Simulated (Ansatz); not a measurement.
`[OH][Zr]([Cl])([Cl])[I]` + H₂O → `[OH][Zr]([OH])([Cl])[Cl]` + HI at 400 K and 1 bar (formal hydrolysis of a Zr–I bond).

Calculated with Ansatz (gas phase, PBE0-D4/def2-TZVP geometries, no zero-point term in ΔE). CBS: MP2 limit from def2 TZ/QZ plus the TZ coupled-cluster correction, frozen cores. This one scheme is used for every species. Elements past krypton have def2 core potentials. For I, Zr outer-core shells are correlated without core-valence functions, which leaves a few kJ/mol of doubt a bond. Each species was taken in one conformer, which may not be the lowest.

| species | CCSD(T)/CBS energy (Eh) | H − E (kJ/mol) | S (J/(mol·K)) |
| --- | --- | --- | --- |
| `[OH][Zr]([Cl])([Cl])[I]` | -1340.05569 | 77.6 | 445.9 |
| H₂O | -76.37941 | 69.8 | 198.6 |
| `[OH][Zr]([OH])([Cl])[Cl]` | -1118.39019 | 110.2 | 428.7 |
| HI | -298.03592 | 25.7 | 215.0 |

H − E and S are ideal-gas, rigid-rotor, harmonic terms from PBE0-D4/def2-TZVP, for one conformer and one mirror image of each species. 1 Eh = 2625.50 kJ/mol, R = 8.31446 J/(mol·K).

Problem. By hand: ΔE, ΔH, ΔS and ΔG.

Solution. ΔE = (-1118.39019) + (-298.03592) − (-1340.05569) − (-76.37941) = 0.00899 Eh = 23.6 kJ/mol. Δ(H − E) = 110.2 + 25.7 − 77.6 − 69.8 = -11.5, so ΔH = 12.1 kJ/mol. ΔS = 428.7 + 215.0 − 445.9 − 198.6 = -0.8 J/(mol·K). ΔG = 12.1 − 400 × (-0.8)/1000 = 12.4 kJ/mol.

Problem. By hand: the equilibrium constant, and the temperature at which ΔG would vanish if ΔH and ΔS stayed fixed.

Solution. log₁₀ K = −ΔG/(RT ln 10) = -1.6. ΔH and −TΔS have one sign here, so there is no such temperature.

The number of gas molecules stays the same, so ΔS is small and ΔH decides. A doubt of 5 kJ/mol in ΔE shifts log₁₀ K by 0.7 here. Other conformers and mirror images would add mixing entropy, several J/(mol·K) or more a flexible species. These are equilibria of isolated gas molecules and say nothing of rates. Largest T1 diagnostic: 0.016 (customary marks: 0.02 for closed shells, 0.045 for open ones).

ΔS is within the doubt of such terms, so its sign, and with it that verdict, could turn.
